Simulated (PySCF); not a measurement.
## Broadened absorption spectrum of AlH2(NCO)

Species: AlH2(NCO), CH₂AlNO.
SMILES: `O=C=[N][AlH2]`

Computed with TDDFT CAM-B3LYP/def2-SVPD, vertical, gas phase, core orbitals frozen in the response (PySCF 2.14.0, density-fitted response routines). Isolated species at its PBE0-D3(BJ)/def2-SVP geometry, gas phase.

Computed states:

```tsv
state	E (eV)	f
S1	5.30	0.0000
S2	6.40	0.0000
S3	6.47	0.100
S4	7.26	0.0018
S5	7.69	0.0019
S6	7.78	0.0000
S7	8.13	0.161
S8	8.14	0.041
S9	8.26	0.294
S10	8.37	0.207
S11	8.40	0.0027
S12	8.51	0.011
S13	9.00	0.027
S14	9.20	0.066
S15	9.39	0.015
```

Broadening: Gaussians 0.25 eV wide at half height, area fixed by f = 4.319×10⁻⁹ ∫ε dν̃. The width is an assumption, not a result. The curve ends short of the highest state used, and states not computed would add to its high-energy end.

Question: Give the broadened spectrum and its maxima.

Answer: 
(E (eV), ε (L mol⁻¹ cm⁻¹)): (4.93, 0), (5.04, 0), (5.15, 0), (5.26, 0), (5.37, 0), (5.48, 0), (5.59, 0), (5.70, 0), (5.81, 0), (5.92, 0), (6.03, 2), (6.14, 93), (6.25, 1330), (6.36, 6483), (6.47, 10800), (6.58, 6150), (6.69, 1197), (6.80, 80), (6.91, 3), (7.02, 16), (7.13, 94), (7.24, 189), (7.35, 130), (7.47, 50), (7.58, 124), (7.69, 214), (7.80, 303), (7.91, 2730), (8.02, 15143), (8.13, 37687), (8.24, 54045), (8.35, 47943), (8.46, 23111), (8.57, 5500), (8.68, 701), (8.79, 441)

Maxima: 192 nm (6.47 eV), ε about 11000, made up of S3 (100%); 171 nm (7.26 eV), ε about 190, made up of S4 (100%); 161 nm (7.71 eV), ε about 210, made up of S5 (96%) (hardly more than a shoulder); 150 nm (8.27 eV), ε about 55000, made up of S7 (13%), S9 (57%) and S10 (26%) (ε in L mol⁻¹ cm⁻¹; maxima over ε = 5, shares over 10%). At its high-energy end, 8.79 eV, the curve is still rising (ε about 440, from S13).

Question: Coming from long wavelengths, where does ε first pass 100 L mol⁻¹ cm⁻¹?

Answer: At about 202 nm (6.14 eV), 0.84 eV above S1.

Question: What would ε be at 8.27 eV, the highest of these maxima, with half the width (0.125 eV)?

Answer: About 71500 L mol⁻¹ cm⁻¹ against 55100, a factor of about 1.3; a lone state at its own centre would give exactly 2.

Question: On this curve, what absorbance would a 10⁻³ mol/L sample give at 193 nm over a 1 cm path?

Answer: 193 nm is 6.424 eV, where ε is about 9900 L mol⁻¹ cm⁻¹, so A = ε c l ≈ 9.9 (Beer–Lambert, with the gas-phase spectrum and the assumed width).

Time: 6.4 s. Hardware: one thread, x86-64 server (shared host).
